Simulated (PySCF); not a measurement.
**Unknown compound**

Molecular formula: C7H4ClFO. Simulated spectra:

¹H NMR (600 MHz, computed): δ 8.37 (m, 2H), 7.71 (d, 2H).

¹³C{¹H} NMR (computed): δ 165.5 (C), 156.3 (C), 140.7 (CH, 2C), 136.1 (CH, 2C), 129.8 (C).

Non-relativistic, a single conformation, one averaged value for each set of equivalent atoms, no solvent model. Shieldings: GIAO B97-2/pcSseg-2; structure optimised with PBE0-D3(BJ)/def2-TZVP; PySCF 2.14.

References, each an isolated molecule treated in the same way: ¹H (σ = 31.64 ppm) and ¹³C (σ = 185.38 ppm) against TMS.

**Question.** Choose the structure that fits.
A. O=C(Cl)c1ccccc1F
B. O=C(F)c1ccc(Cl)cc1
C. O=C(Cl)c1cccc(F)c1
D. O=C(Cl)c1ccc(F)cc1

**Answer.** B. 

The formula gives 5 degrees of unsaturation (1 ring in the answer). 5 carbon signals for 7 carbons: some carbons are equivalent by symmetry or fast rotation. Carbon types of the structure: 3 × C, 4 × CH, which accounts for all hydrogens. δC 165.5: carbonyl carbon. δC 156.3: aromatic carbon bearing chlorine. δC 140.7, 136.1: aromatic CH. δC 129.8: substituted aromatic carbon. δH 8.37, 7.71: hydrogen on an aromatic CH.

The others: O=C(Cl)c1ccccc1F would give 7 carbon signals, not 5; O=C(Cl)c1ccc(F)cc1 has carbons computed at 178.5, 178.1, 143.1, 134.7, 121.6; O=C(Cl)c1cccc(F)c1 would give 7 carbon signals, not 5.

Carbons that carry Cl, above all several Cl atoms, come out too deshielded, partly because spin–orbit coupling is missing. Splittings by ¹⁹F in the carbon and heteronuclear signals aren't shown, as no couplings were computed. Shifts are as computed. Against solution values, carbons near 30 ppm lie about +3 ppm off and those near 130 ppm about +7 ppm; carbons on Cl a further +5 ppm. Of 1309 compounds with measured shifts, 239 miss one by over three times the rms of a fit or turn the order of signals round; such compounds aren't used in these exercises. No couplings were computed; multiplicities are counted from neighbouring protons, with m where these are inequivalent, close in shift, in a saturated or five-membered ring or joined by F or P, and br s for small geminal =CH2 splittings.
